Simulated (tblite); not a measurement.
Compound: C₃H₈FOSi (doublet state).
Structure used (GFN2-xTB), in Å, numbered top down from 1:
```xyz
14
C3H8FOSi angstrom
C     -2.5194   -0.6823    0.2998
C     -1.4104    0.2801    0.3802
C     -0.0406   -0.3717    0.1975
O      0.9557    0.5955    0.3512
Si     2.5587    0.4962    0.3077
F      2.9530    2.0169    0.5935
H     -3.5254   -0.3341    0.1777
H     -2.3491   -1.7309    0.4388
H     -1.5339    1.0747   -0.3646
H     -1.4053    0.7928    1.3562
H      0.0988   -1.1670    0.9399
H      0.0326   -0.8223   -0.7999
H      3.0735    0.1567   -1.0091
H      3.1111   -0.3051    1.3889
```

Computed values, GFN2-xTB/tblite, gas phase, harmonic and unscaled. The method is semi-empirical: single wavenumbers can be off by several per cent or more. Modes of hydrogen on silicon can be 10 to 20 % off. One conformer, not necessarily the lowest. Open shells enter through the occupations alone, without spin polarisation, and single modes of such species can be off by tens of per cent.

Harmonic wavenumbers (cm⁻¹): 25.9, 48.0, 82.2, 96.5, 137.7, 237.3, 304.2, 395.2, 433.1, 544.8, 595.6, 745.7, 766.2, 806.0, 831.5, 867.2, 902.4, 1001.6, 1098.2, 1146.8, 1157.8, 1182.0, 1257.5, 1285.1, 1358.5, 1396.6, 1448.0, 1486.0, 2306.8, 2347.7, 2820.3, 2893.6, 2916.3, 2927.4, 3145.1, 3188.0.

A = 11499, B = 1060, C = 995.3 MHz; mass 107.033 u (most abundant isotopes); point group C1, symmetry number 1; spin multiplicity 2.

**Question.** What is the zero-point energy?

**Answer.** Half the sum of the wavenumbers: 22091 cm⁻¹ = 264.27 kJ/mol.

**Question.** Give the ideal-gas entropy at 500 K and 1 bar in the rigid-rotor, harmonic-oscillator model (classical rotation).

**Answer.** Translation 177.88, rotation 122.23, vibration 186.16, spin (R ln 2) 5.76: S = 492.0 J/(mol K).

**Question.** And Cp and H(500 K) − H(0)?

**Answer.** Cp = 186.64 J/(mol K), of which vibrations give 153.38 (their classical limit is 36 R = 299.3); H(500 K) − H(0) = 59.36 kJ/mol without the zero-point energy, 42.73 from vibrations.

**Question.** What must be added to the electronic energy to get the Gibbs energy at 500 K and 1 bar?

**Answer.** ZPE + [H(500 K) − H(0)] − T·S = 264.27 + 59.36 − 246.02 = 77.61 kJ/mol.

**Question.** How do the functions run with temperature in this model?

**Answer.** 
```
 T (K)  S (J/(mol K))  Cp (J/(mol K))  H − H(0) (kJ/mol)  G − H(0) (kJ/mol)  ln q(vib)
    50          252.3            61.3               2.35             -10.27       1.12
   100          300.1            77.4               5.84             -24.17       2.72
298.15          409.5           134.2              26.69             -95.41       7.77
373.15          442.0           155.7              37.57            -127.36       9.43
   750          576.5           229.5             111.79            -320.58      17.00
  1000          646.6           257.6             172.92            -473.72      21.41
```

q(vib) and H(0) count from the zero-point level.

Hindered rotation and anharmonicity are outside this model. Other conformers, if any are populated, would add a mixing term that is left out. The structure is chiral; the term R ln 2 for an equal mix with its mirror image is left out.

Time: 0.26 s wall. Hardware: an Arm Neoverse V2 with one thread (shared host). The figure is for the frequency step alone.
